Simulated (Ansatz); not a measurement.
Start from `CCC(C(C)=O)C(C)=O` and change one atom or group to get `CCCC(C(C)=O)C(C)=O`.

Ansatz, PBE0-D4/def2-TZVP geometries, multiplicity 1. Each molecule was computed in one conformer, which needn't be the lowest.

| property | `CCC(C(C)=O)C(C)=O` |
| --- | --- |
| HOMO energy (ωB97M-V/def2-TZVPP) / eV | -9.60 |
| HOMO–LUMO gap (B3LYP/def2-TZVPP) / eV | 5.46 |
| HOMO energy (B3LYP/def2-TZVPP) / eV | -7.01 |
| LUMO energy (ωB97M-V/def2-TZVPP) / eV | 0.96 |
| size of the dipole moment (B3LYP/def2-TZVPP) / D | 1.50 |
| LUMO energy (PBE/def2-TZVPP) / eV | -2.37 |

(1) Give the same properties after the change, and the shifts. (An estimate is asked.)

Answers

(1) Ansatz gave: 
```tsv
property	`CCCC(C(C)=O)C(C)=O`	shift
HOMO energy (ωB97M-V/def2-TZVPP) / eV	-9.59	0.01
HOMO–LUMO gap (B3LYP/def2-TZVPP) / eV	5.45	-0.01
HOMO energy (B3LYP/def2-TZVPP) / eV	-6.99	0.02
LUMO energy (ωB97M-V/def2-TZVPP) / eV	0.95	-0.01
size of the dipole moment (B3LYP/def2-TZVPP) / D	1.51	0.01
LUMO energy (PBE/def2-TZVPP) / eV	-2.37	0.00
```

Dipoles are sizes alone; their direction can turn.

B3LYP here is the variant with VWN-RPA as its local correlation; programs differ in this.
